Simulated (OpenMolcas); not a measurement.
# Mo3+ in K2NaGaF6: curves along the breathing mode

Mo3+ with its 6 nearest fluoride ions, on the Ga site of K2NaGaF6 (a = 8.246 Å, distance in the model lattice 1.938 Å). The rest of the host is ab initio model potentials to 7.6 Å, with orthogonalisation functions on the cations behind the ligands, and point charges beyond; the distance is set by hand and nothing relaxes. Ligand basis ANO-RCC-VDZP.

```
Program             : OpenMolcas
Method              : CASSCF
Basis               : ANO-RCC-VDZP [6s5p3d1f]
Scalar Hamiltonian  : DKH2, point nucleus
Active space        : 3 electrons in 5 orbitals (4d)
State averaging     : 2S+1 = 4 even, 10 roots; 2S+1 = 2 even, 40 roots
Spin-orbit coupling : RASSI with atomic mean-field integrals over the reference wave functions
```

Spin-free energies (labels of O, the rotations of Oh) in cm-1 above the lowest fitted minimum, as all ligands move together:

| R (Å) | 4A2 | 2E | 2T1 | 2T2 | 4T2 | 4T1 | 2A1 |
| --- | --- | --- | --- | --- | --- | --- | --- |
| 1.848 | 18640 | 33010 | 33320 | 41610 | 60430 | 68580 | 71620 |
| 1.891 | 8840 | 23240 | 23580 | 31750 | 46630 | 54770 | 57890 |
| 1.935 | 2810 | 17240 | 17620 | 25650 | 36950 | 45050 | 48290 |
| 1.978 | 250 | 14700 | 15120 | 22990 | 31210 | 39250 | 42620 |
| 2.022 | 550 | 15020 | 15480 | 23180 | 28620 | 36580 | 40110 |
| 2.065 | 3350 | 17830 | 18320 | 25840 | 28900 | 36780 | 40460 |
| 2.109 | 8480 | 22980 | 23490 | 30840 | 31760 | 39530 | 43390 |

Cubic fits give the following; the wavenumber is harmonic, with the mass of all moving ligands, small differences in it between states hang on the degree of the fit, a number in brackets counts states of one label, and the table is a selection of at most 14 states with clean curves.

| State | R0 (Å) | Breathing mode (cm-1) | Minimum (cm-1) |
| --- | --- | --- | --- |
| 4A2 | 1.994 | 663 | 0 |
| 2E | 1.994 | 663 | 14460 |
| 2T1 | 1.994 | 663 | 14890 |
| 2T2 | 1.996 | 659 | 22700 |
| 4T2 | 2.038 | 650 | 28440 |
| 4T1 | 2.039 | 646 | 36370 |
| 2A1 | 2.036 | 651 | 39950 |
| 2T2(2) | 2.037 | 649 | 42270 |
| 2T1(2) | 2.036 | 650 | 42730 |
| 2E(2) | 2.036 | 651 | 44290 |
| 2T1(3) | 2.037 | 647 | 48000 |
| 2T2(3) | 2.035 | 651 | 52710 |
| 2A2 | 2.036 | 650 | 54420 |
| 4T1(2) | 2.076 | 636 | 57500 |

The minimum of 4T2 is shifted by +0.0431 Å against 4A2 (from the unrounded fits). With M = 114.0 u for the moving shell, the Huang-Rhys factor in this mode is S = M ω ΔR² / 2ħ = 0.01483 × 114.0 × 663 × 0.0431² = 2.08. Only the first shell moves, against a rigid host.

Without dynamic correlation the repulsion within the d shell is too large (B by tens of per cent), so at a given field states of lower spin stand too high. With metal d orbitals alone the field can be off either way by tens of per cent. Ligand-to-metal charge-transfer states are missing. With no ligand orbital active B as a rule stays too high, so bands that hang on it stand too high and its fall with covalency is understated. The least metal-like active orbital is 78 % on the metal (Löwdin) and no ligand orbital is active, so the numbers are rough (holds for R = 1.848). The least metal-like active orbital is 80 % on the metal (Löwdin) and no ligand orbital is active, so the numbers are rough (holds for R = 1.891). The least metal-like active orbital is 81 % on the metal (Löwdin) and no ligand orbital is active, so the numbers are rough (holds for R = 1.935). The least metal-like active orbital is 82 % on the metal (Löwdin) and no ligand orbital is active, so the numbers are rough (holds for R = 1.978). The least metal-like active orbital is 83 % on the metal (Löwdin) and no ligand orbital is active, so the numbers are rough (holds for R = 2.022; R = 2.065). The least metal-like active orbital is 84 % on the metal (Löwdin) and no ligand orbital is active, so the numbers are rough (holds for R = 2.109). No measured value stands beside these numbers.
